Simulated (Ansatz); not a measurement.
The cluster Cu₄B⁻: single points at one geometry.

```yaml
crystal:
  periodic: [false, false, false]
  atoms:
    - {symbol: B, position_ang: [-0.873420, -0.364539, -0.029958]}
    - {symbol: Cu, position_ang: [-1.021525, 1.565070, -0.240485]}
    - {symbol: Cu, position_ang: [0.846912, 0.195543, -1.138551]}
    - {symbol: Cu, position_ang: [0.667371, 0.436389, 1.189943]}
    - {symbol: Cu, position_ang: [0.380663, -1.832463, 0.219040]}
basis:
  gaussian: {orbitals: def2-TZVPD, initial_orbitals: start.molden}
total_charge: -1
hamiltonian: {xc: pbe, dispersion: d4}
scf: {omitted_lower_state_checks: [starts]}
output: {orbitals: {seedname: orbitals}}
```

The file start.molden holds the orbitals of an earlier run on this structure, at another level or in another basis.

```sh
$ ansatz run in.yaml --threads 4 --pin off --events-out ev --progress --plain --max-ram 4787MiB
```

It prints (some lines left out):

```
Functional definition: PBE
2041 factors; their error is unknown
mean field evaluation 1: about -179215.2929 eV, gradient 1.5e1 eV
mean field evaluation 2: about -179215.7550 eV, gradient 9.8e-1 eV
mean field evaluation 4: about -179215.7044 eV, gradient 5.8e-2 eV
mean field -179215.70444043 eV, -6586.0556614183 hartree, gradient 1.5e-5 eV, S^2 0.000000; 0 other end points of the search recorded, 0 dependent functions left out
reference -179215.70447392 eV, -6586.0556626490 hartree; 61, 61 occupied and 168, 168 virtual orbitals, 2041 factors
Total energy: -179215.97374780 eV, -6586.0655582818 hartree
Checks for a lower state left out: starts
```

Run time 2.3 s (4 threads of INTEL XEON PLATINUM 8581C on a shared host).

The first input with `gaussian: {orbitals: def2-TZVPD}`, `hamiltonian: {xc: pbe0, dispersion: d4}` (abridged; 5.5 s):

```
Functional definition: PBE0
mean field evaluation 16: about -179214.0489 eV, gradient 6.8e-4 eV
mean field -179214.04889268 eV, -6585.9948211606 hartree, gradient 3.5e-5 eV, S^2 0.000000
Total energy: -179214.27583031 eV, -6586.0031609647 hartree
Checks for a lower state left out: starts
```

As the first input, with `hamiltonian: {xc: r2scan, dispersion: d4}` (abridged; 5.5 s):

```
Functional definition: r2SCAN
mean field -179240.85793019 eV, -6586.9800351173 hartree, gradient 2.0e-5 eV, S^2 0.000000
Total energy: -179240.90662472 eV, -6586.9818246082 hartree
Checks for a lower state left out: starts
```

Geometry: B3LYP-D4/def2-SVP, that of the neutral doublet.

At PBE-D4/def2-TZVPD, r2SCAN-D4/def2-TZVPD the highest occupied level of the charge -1 singlet lies above zero (up to 0.15 eV). By energy differences its removal costs 1.98 eV (vertical, to the charge 0 doublet, at PBE-D4/def2-TZVPD); a positive level beside a positive removal energy at the same level points to self-interaction error. The structure comes from a short search, and lower isomers may exist.
